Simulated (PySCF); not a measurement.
Structure problem from calculated spectra and properties.

Elements present: Ga, H and P. Monoisotopic mass: 105.9463 u.

* Rotational structure: rotational constants A, B, C: 41.848, 3.077, 3.077 GHz [PBE0-D3(BJ)/def2-SVP]
* UV, first state: lowest singlet excitation: 6.44 eV (193 nm, f = 0.001 summed over 2 states within 0.01 eV) [TDDFT PBE0/def2-SVPD]
* Polarisability: 66.3 au [PBE0/def2-SVPD]
* Triplet: lowest triplet excitation (Tamm–Dancoff): 6.08 eV [TDA PBE0/def2-SVPD]
* XPS: P2p3/2 138.0, P1s 2151.7 eV [ΔSCF SCAN, pcX-2 on the ionised atom, pcseg-1 elsewhere, spin-free X2C, 2p3/2 from a spin–orbit splitting computed afterwards within the 2p shell]
* 1H NMR: chemical shifts (computed TMS as zero) by class: 4.08 (3 H), 3.29 (3 H) ppm [GIAO B3LYP/pcSseg-1 (pcSseg-2 on Ga)]

Electronic properties: PySCF, gas phase, density fitting. Levels stand in brackets. Isolated species at its PBE0-D3(BJ)/def2-SVP geometry, gas phase. The calculation (core ionisation apart) is non-relativistic and has no spin–orbit coupling, an omission that weighs most on gallium. NMR classes are plain means over equivalent atoms (diastereotopic ones count apart unless rotation or inversion swaps them), as if these changed places fast.

Task: Which formula fits the mass and the elements?

Result: GaH6P (calculated 105.9463). No other formula that holds each of these elements comes within 0.0003 u with a fitting electron parity and a possible valence count.

Task: Propose a structure and show how it fits.

Result: Hydrogen classes from least to most shielded: 3 H on a gallium bonded to P and 3 H (4.08 ppm), 3 H on a phosphorus bonded to Ga and 3 H (3.29 ppm). The core levels belong to: P2p3/2 138.0 eV, phosphorus bonded to Ga and 3 H; P1s 2151.7 eV, phosphorus bonded to Ga and 3 H. No core level of Ga was computed. By its constants the optimised geometry is a nearly prolate symmetric top. Structure: Ga(PH3)H3 (`[H][Ga]([H])([H])<-[PH3]`). NMR values of atoms bound to Ga lack the spin–orbit term that these neighbours bring.
